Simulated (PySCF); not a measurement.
Predicted microwave data (PBE0/pcSseg-1 in PySCF (dipole) on a GFN2-xTB geometry, gas phase) for one isomer of C9H12Si:

| Item | Value |
| --- | --- |
| Rotational constants | A = 2153, B = 453.3, C = 390.0 MHz |
| Dipole components | \|μa\| = 0.89 D, \|μb\| = 0.59 D, \|μc\| = 0.11 D |
| Inertial defect | -53.84 u·Å² |
| κ | -0.93 |

Question: Which candidate fits, each taken in the one conformer that was computed?
A. `C[C@@H]1[SiH2]C=C1C#CC1CC1`
B. `[CH2:1]=[C:2]=[C:3]([C:4]#[C:5][SiH2:6][CH3:7])[CH2:8][CH:9]=[CH2:10]` with C2–C3–C8–C9 -106°, C3–C8–C9–C10 112°
C. `C=C(C)C#CC1=C[SiH2][C@@H]1C`
D. `[CH2:1]=[C:2]=[C:3]([C:4]#[C:5][SiH2:6][CH3:7])[CH:8]1[CH2:9][CH2:10]1` with C2–C3–C8–C9 -39°
E. `[cH:1]1[cH:2][cH:3][c:4]([CH:5]2[CH2:6][SiH2:7][CH2:8]2)[cH:9][cH:10]1` with C3–C4–C5–C6 56°
F. `[SiH3:1][CH2:2][C@:3]12[CH:4]=[CH:5][C@@H:6]3[C@H:7]([CH:8]=[CH:9]1)[C@H:10]23` with Si1–C2–C3–C4 -59°, C2–C3–C4–C5 144°, C4–C5–C6–C7 56°, C5–C6–C7–C8 0°, C6–C7–C8–C9 -56°

Answer: D. It is C=C=C(C#C[SiH2]C)C1CC1, a near-prolate asymmetric top, point group C1. The candidates at the same level (rigid rotor, commonest isotopes):

| SMILES | A (MHz) | B (MHz) | C (MHz) | μa (D) | μb (D) | μc (D) | Δ (u·Å²) | point group | rotor |
| --- | --- | --- | --- | --- | --- | --- | --- | --- | --- |
| C[C@@H]1[SiH2]C=C1C#CC1CC1 | 3133 | 466.1 | 428.1 | 1.45 | 0.54 | 0.07 | -64.99 | C1 | near-prolate asymmetric top |
| C=C=C(C#C[SiH2]C)C1CC1 | 2153 | 453.3 | 390.0 | 0.89 | 0.59 | 0.11 | -53.84 | C1 | near-prolate asymmetric top |
| c1ccc(C2C[SiH2]C2)cc1 | 3047 | 666.0 | 608.6 | 0.19 | 0.23 | 0.00 | -94.33 | Cs | near-prolate asymmetric top |
| C=C=C(C#C[SiH2]C)CC=C | 1586 | 487.6 | 398.6 | 0.50 | 0.75 | 0.15 | -87.09 | C1 | asymmetric top |
| [SiH3]C[C@]12C=C[C@@H]3[C@H](C=C1)[C@@H]32 | 2299 | 922.1 | 849.5 | 0.58 | 0.19 | 0.11 | -172.95 | C1 | asymmetric top |
| C=C(C)C#CC1=C[SiH2][C@@H]1C | 2835 | 474.1 | 416.1 | 0.61 | 0.09 | 0.12 | -29.65 | C1 | near-prolate asymmetric top |

`C=C=C(C#C[SiH2]C)CC=C` has A 26 % too low; `[SiH3]C[C@]12C=C[C@@H]3[C@H](C=C1)[C@@H]32` has C 118 % too high; `c1ccc(C2C[SiH2]C2)cc1` has C 56 % too high; `C[C@@H]1[SiH2]C=C1C#CC1CC1` has A 46 % too high; `C=C(C)C#CC1=C[SiH2][C@@H]1C` has A 32 % too high. No structure here is proved a minimum.
